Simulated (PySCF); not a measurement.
NbSF2Cl, SMILES [F][Nb]([F])(=[S])[Cl], multiplicity 1.

The structure is a stationary point at B3LYP-D3(BJ)/def2-SVP. The multiplicity is an assumed one; other spin states were not compared. The def2 effective core potentials stand for the cores of Nb; spin–orbit coupling is left out.

Two levels are set side by side: PBE/def2-TZVP (PySCF) and HF/def2-TZVP (PySCF). Same geometry, gas phase. Differences are taken from unrounded values.

```json
[
 {"quantity": "orbital gap (eV)", "HF": "11.37"},
 {"quantity": "highest occupied level (eV)", "HF": "-11.14"},
 {"quantity": "lowest empty level (eV)", "HF": "0.23"},
 {"quantity": "dipole moment (D)", "HF": "0.89"},
 {"quantity": "mean polarisability (bohr³)", "HF": "63.5"}
]
```

**Question.** What does PBE give, and how far is it from HF? (The exact figures need the calculation; the answer reports its results.)

**Answer.** 
| quantity | PBE | PBE minus HF |
|---|---|---|
| orbital gap (eV) | 3.51 | -7.86 |
| highest occupied level (eV) | -7.35 | 3.79 |
| lowest empty level (eV) | -3.84 | -4.07 |
| dipole moment (D) | 0.82 | -0.08 |
| mean polarisability (bohr³) | 71.2 | 7.7 |

PBE's occupied levels lie high since its potential decays too fast outside the molecule; exact exchange lowers them and widens the gap. PBE's more diffuse valence density responds more strongly to a field. Differences between two approximate levels are no errors against the true value.

Rough cost on one machine, each run with all the roots and properties that it gave: HF against PBE about 1/3.
